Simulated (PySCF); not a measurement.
Al(H)(Me)(SiH3) (CH7AlSi), SMILES [SiH3][AlH][CH3].

Geometry optimised at ωB97X-D3(BJ)/def2-SVP.

The numbers are results of ωB97X-D3(BJ)/def2-SVP run with PySCF 2.14.0, not measurements.

Frequencies are harmonic and unscaled.

Computed harmonic wavenumbers and intensities:
```csv
mode,ν (cm⁻¹),IR (km/mol),moving atoms (share of kinetic energy)
1,5,0.0,H 98 %
2,17,0.1,"H 85 %, Al 9 %"
3,129,4.9,"H 32 %, C 29 %, Al 26 %, Si 13 %"
4,345,71.0,H 95 %
5,381,4.9,"Si 41 %, Al 27 %, H 26 %"
6,435,32.5,"H 76 %, Al 12 %, Si 11 %"
7,441,2.7,H 87 %
8,581,11.4,"H 79 %, C 14 %"
9,642,62.4,"H 73 %, C 15 %, Al 10 %"
10,668,94.7,"Al 38 %, C 36 %, H 25 %"
11,767,328.5,"H 79 %, C 14 %"
12,891,124.5,"H 89 %, Si 9 %"
13,952,42.4,H 98 %
14,956,47.4,H 98 %
15,1231,27.0,"H 79 %, C 21 %"
16,1430,1.6,H 96 %
17,1437,2.5,H 95 %
18,1927,241.7,H 97 %
19,2214,82.9,H 98 %
20,2217,111.8,H 96 %
21,2224,112.6,H 96 %
22,3048,3.8,H 97 %
23,3134,6.0,"H 91 %, C 9 %"
24,3163,5.2,"H 91 %, C 9 %"
```
